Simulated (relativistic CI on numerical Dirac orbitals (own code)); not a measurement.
**Slater and spin-orbit integrals, Os6+**

Calculated at this level of theory: Dirac-Coulomb-Breit CI, separate exchange-only KLI orbitals for each configuration, model QED (radiative potential, 1s self-energy scaled to tabulated hydrogen-like ionisation energies), unscaled Slater integrals (own radial code, finite nucleus).

Slater integrals F^k, G^k are unscaled and averaged over j, outside the closed core [Kr] 4d10 4f14 5s2; ζ comes from projecting the Hamiltonian with its Breit term on Σ l·s of the shell.

- 5p6.5d2: F^2(5d,5d) = 74048, F^4(5d,5d) = 49956, ζ(5d) = 4693.2 cm⁻¹; <r>(5d) = 1.431, <r^2>(5d) = 2.318 (bohr units).
- 5p6.5d.6s: ζ(5d) = 4925.1, G^2(5d,6s) = 24310 cm⁻¹; <r>(5d) = 1.422, <r^2>(5d) = 2.294, <r>(6s) = 2.124, <r^2>(6s) = 5.005 (bohr units).
- 5p6.5d.5f: ζ(5d) = 4985, F^2(5d,5f) = 42613, F^4(5d,5f) = 25682, G^1(5d,5f) = 43737, G^3(5d,5f) = 26960, G^5(5d,5f) = 19164, ζ(5f) = 93.669 cm⁻¹; <r>(5d) = 1.417, <r^2>(5d) = 2.276, <r>(5f) = 2.37, <r^2>(5f) = 6.373 (bohr units).

**Question.** Give the Racah parameters of the d shell in 5p6.5d2.

**Answer.** B = F²/49 − 5F⁴/441 = 945 cm⁻¹ and C = 35F⁴/441 = 3965 cm⁻¹.

In this model ζ of a weakly bound d, f or g electron outside closed shells comes out too small, for d by up to a factor of two or three and at times with the wrong sign; that of an outer p electron is too small as well.

Averages of the first 10 configurations, taken without configuration mixing, which lowers the lowest level and can move excited configurations by several eV; other configurations of the list can lie among them:

```json
{"Configuration": "5p6.5d2", "Parity": "even", "States": "45", "Average energy above the lowest level (eV)": "2.6"}
{"Configuration": "5p6.5d.6s", "Parity": "even", "States": "20", "Average energy above the lowest level (eV)": "17.5"}
{"Configuration": "5p6.5d.5f", "Parity": "odd", "States": "140", "Average energy above the lowest level (eV)": "43.4"}
{"Configuration": "5p6.5d.6p", "Parity": "odd", "States": "60", "Average energy above the lowest level (eV)": "29.2"}
{"Configuration": "5p5.5d3", "Parity": "odd", "States": "720", "Average energy above the lowest level (eV)": "55.3"}
{"Configuration": "5p6.6s2", "Parity": "even", "States": "1", "Average energy above the lowest level (eV)": "34.6"}
{"Configuration": "5p6.5d.5g", "Parity": "even", "States": "180", "Average energy above the lowest level (eV)": "59.7"}
{"Configuration": "5p6.5f2", "Parity": "even", "States": "91", "Average energy above the lowest level (eV)": "86.7"}
{"Configuration": "5p6.5d.6d", "Parity": "even", "States": "100", "Average energy above the lowest level (eV)": "44.5"}
{"Configuration": "5p6.6s.6p", "Parity": "odd", "States": "12", "Average energy above the lowest level (eV)": "45.5"}
```
